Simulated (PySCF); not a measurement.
**Correlation energy of In (indium, neutral)**

[Kr] 4d10 5s2 5p1, 2P determinant. Calculation: PySCF 2.14, in aug-cc-pVTZ-PP with one added diffuse shell each of d, f type with ECP28MDF (6s5p5d3f, 67 functions); a scalar-relativistic core potential. Frozen: 4s2 4p6 4d10; 3 electrons correlated.

```
  level  correlation energy (mhartree)
   CCSD                         -41.65
    (T)                          -0.79
CCSD(T)                         -42.44
```

Diagnostics: T1 = 0.014, D1 = 0.0318, largest double amplitude 0.050.

Cost of the coupled-cluster step: roughly 4 core-seconds, for 3 correlated electrons.

Iterations:

```
CC2 = 0
CCSD nocc = (np.int64(2), np.int64(1)), nmo = (58, 58)
frozen orbitals [[0, 1, 2, 3, 4, 5, 6, 7, 8], [0, 1, 2, 3, 4, 5, 6, 7, 8]]
max_cycle = 100
direct = 0
conv_tol = 1e-08
conv_tol_normt = 1e-06
diis_space = 8
diis_start_cycle = 0
Init t2, MP2 energy = -0.0302096853730914
Init E_corr(UCCSD) = -0.0302096853788289
cycle = 1  E_corr(UCCSD) = -0.0374572416153693  dE = -0.00724755624  norm(t1,t2) = 0.0517077
cycle = 2  E_corr(UCCSD) = -0.0398680739342268  dE = -0.00241083232  norm(t1,t2) = 0.0224458
cycle = 3  E_corr(UCCSD) = -0.0416473327234349  dE = -0.00177925879  norm(t1,t2) = 0.0107562
cycle = 4  E_corr(UCCSD) = -0.0416331665318226  dE = 1.41661916e-05  norm(t1,t2) = 0.00159586
cycle = 5  E_corr(UCCSD) = -0.0416501511933578  dE = -1.69846615e-05  norm(t1,t2) = 0.000290415
cycle = 6  E_corr(UCCSD) = -0.0416443696417909  dE = 5.78155157e-06  norm(t1,t2) = 6.29134e-05
cycle = 7  E_corr(UCCSD) = -0.041646110295597  dE = -1.74065381e-06  norm(t1,t2) = 1.71248e-05
cycle = 8  E_corr(UCCSD) = -0.0416461579295462  dE = -4.76339492e-08  norm(t1,t2) = 4.40572e-06
cycle = 9  E_corr(UCCSD) = -0.0416459523613989  dE = 2.05568147e-07  norm(t1,t2) = 1.41465e-06
cycle = 10  E_corr(UCCSD) = -0.0416460066303295  dE = -5.42689305e-08  norm(t1,t2) = 4.2222e-07
cycle = 11  E_corr(UCCSD) = -0.0416460063227397  dE = 3.07589773e-10  norm(t1,t2) = 8.92021e-08
UCCSD converged
E(UCCSD) = -189.2520112348347  E_corr = -0.04164600632273969
UCCSD(T) correction = -0.000789075436228019
```
